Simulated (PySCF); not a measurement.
C2H8N2Si.
SMILES with atom numbers: `[CH2:1]=[CH:2][SiH:3]([NH2:4])[NH2:5]` (hydrogens: H6, H7 on C1; H8 on C2; H9 on Si3; H10, H11 on N4; H12, H13 on N5)

Method: PySCF, PBE0-D3(BJ)/def2-SVP geometry optimisation, gas phase; density fitting, grid level 1; the optimiser is geomeTRIC in internal coordinates, started from a GFN2-xTB structure with every atom displaced at random (about 0.01 Å).

Geometry at step 1:
```
atom  x, y, z in Å
C1      1.9239   -0.8526    0.3833
C2      1.3238    0.1019   -0.3371
Si3    -0.5374    0.3091   -0.4791
N4     -1.3211   -1.1185    0.1371
N5     -1.2688    1.5969    0.4199
H6      1.3448   -1.5945    0.9503
H7      3.0192   -0.9305    0.4454
H8      1.9658    0.8157   -0.8738
H9     -0.7970    0.6397   -1.9288
H10    -1.0101   -2.0119   -0.2376
H11    -2.3107   -1.0294   -0.0852
H12    -1.2556    1.4979    1.4308
H13    -1.0724    2.5588    0.1623
```

Task: Give the atomic forces at this geometry.

Result: 
```
atom  Fx (eV/Å)  Fy (eV/Å)  Fz (eV/Å)
  C1      0.111     -0.035      0.048
  C2     -0.142     -0.051      0.079
 Si3      0.204      0.122     -0.202
  N4     -0.040      0.079     -0.356
  N5      0.054      0.039      0.032
  H6      0.059      0.052     -0.036
  H7     -0.122     -0.052      0.027
  H8     -0.024     -0.007      0.001
  H9      0.004      0.016      0.120
 H10      0.098      0.034      0.050
 H11     -0.159     -0.180      0.269
 H12      0.015      0.019      0.009
 H13     -0.056     -0.035     -0.041
```

The largest, 0.37 eV/Å, acts on N4 (H11 within 3 % of it); the rms over all components is 0.110 eV/Å. The forces sum to zero within rounding, as they must for an isolated molecule in no field.

Task: Give the force on N4 in Eh/bohr and in nN.

Result: 0.366 eV/Å ÷ 51.422 = 0.00713 Eh/bohr, and 0.366 eV/Å × 1.602 = 0.59 nN.

Task: How far is this geometry from the end of the optimisation?

Result: 0.084 eV above it, and 0.155 Å rms away after alignment. The bonds farthest from their final lengths, with half the difference of the two atoms' forces along the bond (positive lengthens):

```json
{"bond": "Si3–N4", "now (Å)": "1.741", "final (Å)": "1.729", "force along bond (eV/Å)": "+0.05"}
{"bond": "Si3–H9", "now (Å)": "1.509", "final (Å)": "1.501", "force along bond (eV/Å)": "-0.15"}
{"bond": "N4–H11", "now (Å)": "1.018", "final (Å)": "1.014", "force along bond (eV/Å)": "-0.02"}
{"bond": "N4–H10", "now (Å)": "1.017", "final (Å)": "1.013", "force along bond (eV/Å)": "-0.03"}
{"bond": "C1–H7", "now (Å)": "1.100", "final (Å)": "1.096", "force along bond (eV/Å)": "-0.12"}
{"bond": "C2–Si3", "now (Å)": "1.878", "final (Å)": "1.876", "force along bond (eV/Å)": "-0.15"}
```

The angle farthest from its final value is Si3–N4–H11, 106.8° against 118.4°.

The cost below is that of the whole optimisation. Time: 40 s wall; peak memory 0.48 GiB. Hardware: an Arm Neoverse V2 with one thread, no GPU (shared host).
